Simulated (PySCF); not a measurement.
PySCF 2.14 output of an unrestricted r2SCAN calculation on a single atom or ion in ANO-RCC-VTZP (8s7p4d2f1g, 72 functions), with the spin-free X2C one-electron Hamiltonian (Gaussian nucleus):

```
SCF conv_tol = 1e-09
number electrons alpha = 28  beta = 27
    J. W. Furness, A. D. Kaplan, J. Ning, J. P. Perdew, and J. Sun.,  J. Phys. Chem. Lett. 11, 8208-8215 (2020)
    J. W. Furness, A. D. Kaplan, J. Ning, J. P. Perdew, and J. Sun.,  J. Phys. Chem. Lett. 11, 9248-9248 (2020)
    J. W. Furness, A. D. Kaplan, J. Ning, J. P. Perdew, and J. Sun.,  J. Phys. Chem. Lett. 11, 8208-8215 (2020)
    J. W. Furness, A. D. Kaplan, J. Ning, J. P. Perdew, and J. Sun.,  J. Phys. Chem. Lett. 11, 9248-9248 (2020)
cycle= 1 E= -7785.76835218292  delta_E= -0.00419  |g|= 0.0174  |ddm|= 0.103
cycle= 2 E= -7785.76848511129  delta_E= -0.000133  |g|= 0.0129  |ddm|= 0.0308
cycle= 3 E= -7785.76855660859  delta_E= -7.15e-05  |g|= 0.00108  |ddm|= 0.0104
cycle= 4 E= -7785.76855690613  delta_E= -2.98e-07  |g|= 8.36e-05  |ddm|= 0.000745
cycle= 5 E= -7785.7685569133  delta_E= -7.18e-09  |g|= 5.26e-06  |ddm|= 0.000131
cycle= 6 E= -7785.76855691332  delta_E= -1.64e-11  |g|= 4.92e-07  |ddm|= 8.47e-06
converged SCF energy = -7785.76855691332  <S^2> = 0.75059388  2S+1 = 2.0005938
```

The run itself started from symmetry-adapted Hartree-Fock orbitals and held the occupation by maximum overlap, on a logarithmic radial grid, so the iterations belong to that start.

Q: Which element, charge and spin multiplicity is this?

A: Cs (caesium, neutral), multiplicity 2; the state was [Xe] 5d1, 2D determinant (an excited configuration).

Spin-orbit coupling, absent here, splits the open shell strongly.
